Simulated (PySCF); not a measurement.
SMILES O([CH2])[Si](C)(OC)OC, doublet at its GFN2-xTB optimised geometry (Å):

```
19

C     -1.2430     2.1742    -0.9261
O     -1.1587     1.2061     0.0000
Si    -0.4677    -0.2735     0.0000
C      1.4274    -0.2735     0.0000
O     -1.1041    -0.9897    -1.3261
C     -0.8392    -2.2686    -1.8366
O     -0.8606    -0.9769     1.4086
C     -2.1211    -1.0710     2.0215
H     -0.9896     1.9608    -1.9459
H     -1.8297     3.0281    -0.6483
H      1.8234    -1.2800     0.0872
H      1.8076     0.1536    -0.9233
H      1.8297     0.3079     0.8219
H     -1.5700    -2.4693    -2.6208
H     -0.9236    -3.0281    -1.0563
H      0.1672    -2.3103    -2.2592
H     -2.5458    -0.0779     2.1746
H     -2.8084    -1.6570     1.4071
H     -1.9818    -1.5632     2.9845
```

Level of theory: unrestricted PBE0/def2-SVP (PySCF). Cells within 0.4 Å of a nucleus heavier than hydrogen are left out (blank, or x).

Map of the Laplacian of the electron density (e/bohr⁵), clipped to [-1.50, 1.50] on the plane z = 0.0 Å:

```
|555555555555555555555555555|
|555555555555555555555555555|
|555555555555555555555555555|
|555555555555555555555555555|
|555555555555555555555555555|
|555555555555555555555555555|
|555555555555555555555555555|
|555555555555555555555555555|
|555555555566555555555555555|
|555555555656655555555555555|
|5555555555xx655555555555555|
|5555555556x2555555555555555|
|555555555556755555555555555|
|555555555559x944xx555555555|
|555555555559x943xx555555555|
|555555555557964542455555555|
|555555555555555550455555555|
|555555555555555555555555555|
|555555555555555555555555555|
|555555555555555555555555555|
|555555555555555555555555555|
|555555555555555555555555555|
|555555555555555555555555555|
|555555555555555555555555555|
|555555555555555555555555555|
|555555555555555555555555555|
|555555555555555555555555555|
```
Scale: ten equal steps from -1.50 (start of '0') to 1.50 (end of '9'), in the order '0123456789'; x runs from -5.50 to 5.50, y from -5.50 (bottom) to 5.50 (top).
